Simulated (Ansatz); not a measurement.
The cluster Ca2S2 was relaxed with r2SCAN-D4 (def2-TZVP) in Ansatz in these states: neutral quintet, neutral singlet, neutral triplet. The geometries follow in no particular order.

A:

```
atom    x (Å)    y (Å)    z (Å)
 Ca1   1.1689  -0.0317   1.1625
 Ca2  -1.1628   0.0381  -1.1683
  S3   0.8023  -1.5201  -0.8481
  S4  -0.8084   1.5136   0.8540
```

B:

```xyz
4

Ca    1.4451   -1.2192   -0.4140
Ca   -1.5393    0.8045    0.8541
S     1.0197    1.0272    0.7605
S    -0.9255   -0.6124   -1.2007
```

C:

```xyz
4

Ca   -1.637    0.138    1.088
Ca    1.695   -0.608   -0.800
S    -0.993   -0.699   -1.476
S     0.935    1.169    1.189
```

Judge from the bond lengths which geometry belongs to which state (an estimate).

A is the neutral singlet (Ca1–Ca2 3.298 Å, Ca1–S3 2.528 Å, Ca1–S4 2.528 Å); B is the neutral triplet (Ca1–Ca2 3.822 Å, Ca1–S3 2.570 Å, Ca1–S4 2.570 Å); C is the neutral quintet (Ca1–Ca2 3.902 Å, Ca1–S3 2.773 Å, Ca1–S4 2.773 Å).

At PBE0-D4/def2-TZVP a singlet lies 2.12 eV below the neutral triplet. At PBE0-D4/def2-TZVP a singlet lies 4.78 eV below the neutral quintet. These are the stationary points nearest to one start from a short search; other shapes may lie lower in each state.
